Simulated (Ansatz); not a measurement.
```yaml
crystal:
  periodic: [false, false, false]
  atoms:
    - {symbol: C, position_ang: [-1.670622, 1.121202, 0.781048]}
    - {symbol: N, position_ang: [-0.251799, 1.193921, 1.063471]}
    - {symbol: Ge, position_ang: [0.766883, -0.322617, 1.037159]}
    - {symbol: N, position_ang: [0.410853, -1.300418, -0.478530]}
    - {symbol: C, position_ang: [0.820221, -0.786335, -1.767835]}
    - {symbol: H, position_ang: [-2.121598, 0.320932, 1.374097]}
    - {symbol: H, position_ang: [-2.164590, 2.052776, 1.073167]}
    - {symbol: H, position_ang: [-1.915153, 0.918554, -0.270325]}
    - {symbol: H, position_ang: [0.190354, 2.001687, 0.652620]}
    - {symbol: H, position_ang: [0.374231, -1.242935, 2.205172]}
    - {symbol: H, position_ang: [2.227303, 0.178061, 1.130934]}
    - {symbol: H, position_ang: [0.572122, -2.292461, -0.385610]}
    - {symbol: H, position_ang: [1.901497, -0.845013, -1.962542]}
    - {symbol: H, position_ang: [0.305708, -1.314482, -2.576612]}
    - {symbol: H, position_ang: [0.532790, 0.266329, -1.846814]}
basis:
  gaussian: {orbitals: ANO-RCC-VTZP, point_charges: [{charge: -1.00, position_ang: [6.426, -0.662, -0.831]}]}
hamiltonian: {xc: {name: wB97M-V}}
output: {forces: true}
```

```sh
$ ansatz run in.yaml --threads 4 --pin off --events-out ev --progress --plain --max-ram 11315MiB
```

Shortened log:

```
Functional definition: wB97M-V
1957 factors; their error is unknown
549 factors; integrals over basis functions are off by at most 9.4e-6 eV
mean field evaluation 1: about -62317.1313 eV, gradient 6.7e1 eV
mean field evaluation 2: about -62316.8502 eV, gradient 7.1e1 eV
mean field evaluation 4: about -62326.0739 eV, gradient 2.8e0 eV
mean field evaluation 8: about -62326.0904 eV, gradient 4.9e-2 eV
mean field evaluation 16: about -62326.1876 eV, gradient 1.8e-4 eV
mean field -62326.18763193 eV, -2290.4451492661 hartree, gradient 5.8e-5 eV, S^2 0.000000; 0 other end points of the search recorded, 0 dependent functions left out
reference -62326.18774537 eV, -2290.4451534349 hartree; 34, 34 occupied and 269, 269 virtual orbitals, 1957 factors
Total energy: -62326.18774537 eV, -2290.4451534349 hartree
Relativity: scalar
Atom 0 at    -1.670622     1.121202     0.781048 Å, force    -0.205732     0.010789    -0.055653 eV/Å
Atom 1 at    -0.251799     1.193921     1.063471 Å, force    -0.011230     0.097706     0.078769 eV/Å
Atom 2 at     0.766883    -0.322617     1.037159 Å, force     0.700937    -0.151959     0.065634 eV/Å
Atom 3 at     0.410853    -1.300418    -0.478530 Å, force    -0.324771    -0.123332     0.316701 eV/Å
Atom 4 at     0.820221    -0.786335    -1.767835 Å, force     0.310643     0.150117    -0.380512 eV/Å
Atom 5 at    -2.121598     0.320932     1.374097 Å, force     0.037378     0.049536    -0.042974 eV/Å
Atom 6 at    -2.164590     2.052776     1.073167 Å, force     0.009222    -0.066625    -0.031596 eV/Å
Atom 7 at    -1.915153     0.918554    -0.270325 Å, force     0.018914     0.007088     0.074885 eV/Å
Atom 8 at     0.190354     2.001687     0.652620 Å, force     0.008637    -0.069551    -0.009232 eV/Å
Atom 9 at     0.374231    -1.242935     2.205172 Å, force    -0.027348     0.157460    -0.176685 eV/Å
Atom 10 at     2.227303     0.178061     1.130934 Å, force    -0.396112    -0.120417    -0.016663 eV/Å
Atom 11 at     0.572122    -2.292461    -0.385610 Å, force     0.071653     0.079660     0.021475 eV/Å
Atom 12 at     1.901497    -0.845013    -1.962542 Å, force    -0.175969     0.012069     0.081790 eV/Å
Atom 13 at     0.305708    -1.314482    -2.576612 Å, force     0.011801     0.041072     0.070831 eV/Å
Atom 14 at     0.532790     0.266329    -1.846814 Å, force     0.012758    -0.069885     0.008676 eV/Å
Dipole moment:     0.346727    -0.053730    -0.233578 e Å
```

Run time 83 s (4 threads of an AMD EPYC 7571 on a shared host); peak host memory 2 GiB.
